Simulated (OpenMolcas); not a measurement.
# Ba: effect of correlating more closed shells

```
Program             : OpenMolcas
Basis               : ANO-RCC-VQZP [9s8p5d3f2g]
Scalar Hamiltonian  : DKH2, point nucleus
Active space        : 2 electrons in 9 orbitals (5d 6s 6p)
State averaging     : 2S+1 = 3 even, 18 roots; 2S+1 = 1 even, 21 roots; 2S+1 = 3 odd, 18 roots; 2S+1 = 1 odd, 18 roots
Spin-orbit coupling : RASSI with atomic mean-field integrals over the reference wave functions, term energies averaged over their components
```

Methods on the same reference wave functions:
A. CASSCF
B. MS-CASPT2, IPEA 0.25 Eh, imaginary shift 0.1 Eh (closed shells correlated: none)
C. MS-CASPT2, IPEA 0.25 Eh, imaginary shift 0.1 Eh (closed shells correlated: 5s 5p)

Energies in cm⁻¹ above 6s² ¹S₀, the measured ground level; measured values from NIST Handbook of Basic Atomic Spectroscopic Data.

```tsv
Level	A	B	C	Measured
6s² ¹S₀	0.0	0.0	0.0	0.0
6s 6p ³P°₀	11219	10620	12150	12266
6s 6p ³P°₁	11414	10810	12340	12637
5d 6s ³D₁	11439	10670	9140	9034
5d 6s ³D₂	11626	10840	9340	9216
6s 6p ³P°₂	11820	11220	12750	13515
5d 6s ³D₃	11985	11210	9690	9597
5d 6s ¹D₂	13457	12250	11600	11395
6s 6p ¹P°₁	18972	17740	17560	18060
5d 6p ³F°₂	22447	21660	21810	22065
5d 6p ³F°₃	22984	22190	22350	22947
5d 6p ³F°₄	23625	22830	22990	23757
5d 6p ¹D°₂	23742	23060	23080	23074
5d² ³F₂	23990	22950	20700	
5d² ³F₃	24369	23350	21060	
5d² ³F₄	24798	23770	21480	
5d 6p ³D°₁	25159	24540	24380	24192
5d² ³P₀	25315	24090	23200	
5d² ¹D₂ [66 %]	25461	24090	23080	
5d 6p ³D°₂	25486	24880	24730	24532
5d² ³P₁	25627	24500	23500	
5d 6p ³D°₃	25889	25270	25110	24980
5d² ³P₂ [68 %]	26239	25000	23940	
5d 6p ³P°₀	27064	25710	25410
```

Deviations, from unrounded energies. A percentage is the sum of absolute deviations over the sum of measured energies, with the sign that they share, or ± where signs differ.

| Against measurement | Levels | A | B | C |
| --- | --- | --- | --- | --- |
| mean absolute deviation (cm-1) | 15 | 1200 | 990 | 290 |
| other configurations (%) | 15 | ±7.0 | ±5.7 | ±1.7 |

C lies closest to measurement on these levels and A furthest from it. The largest miss of C in the table is 5d 6p ³F°₄, by -770 cm-1. The ranking rests on the paired levels alone, and a cruder setting can come out closer through cancelling errors.

Between B and C the level of the table that moves most is 5d² ³F₃, by 2300 cm-1 (lowest in C, highest in B). Moves below CASPT2's spread within the term are not significant.

The lowest spin-free term lies below A's lowest term by 0.002 hartree in B, 0.195 hartree in C.

What an inner shell adds also hangs on whether the basis holds functions to correlate it.

CASPT2 breaks the degeneracy within a term, and the mean is taken; among the terms shown or strongly mixed into the levels shown the widest spread is 540 cm-1 (5d² ³F, C). Over all roots computed the reference weight is 0.94 to 1.00 in B, 0.88 to 0.93 in C; the roots of lowest weight are the least certain, and an intruder state may touch them. A single d shell beside an s shell can misplace configurations of different d count against each other. Some levels mix across a computed gap that differs much from the measured one, so their mixing is not that of the real levels (holds for B). Measured partners are found by configuration, term and J. A level has none where our copy of the source lacks it or the pairing is in doubt (some pairs that miss far off the trend of their configuration count as doubtful), and it then counts in no deviation. Only configurations of the active space appear. The table leaves out levels that lie high or whose names do not pair safely across all columns.

A share in square brackets marks a mixed level and gives the weight of the term that names it, the lowest over the columns. ° marks odd parity.
